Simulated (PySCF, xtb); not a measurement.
Zn(H)(SeH) (H₂SeZn), SMILES [ZnH][SeH].

GFN2-xTB run with xtb at its own geometry gives an orbital gap of 4.37 eV and a dipole moment of 3.33 D.

The structure is a stationary point at PBE0-D3(BJ)/def2-TZVP.

**Question.** What does CAM-B3LYP/def2-TZVPD (PySCF) give? (The exact figures need the calculation; the answer reports its results.)

**Answer.** gap 8.06 eV (levels -8.26 and -0.20 eV), dipole 1.02 D.
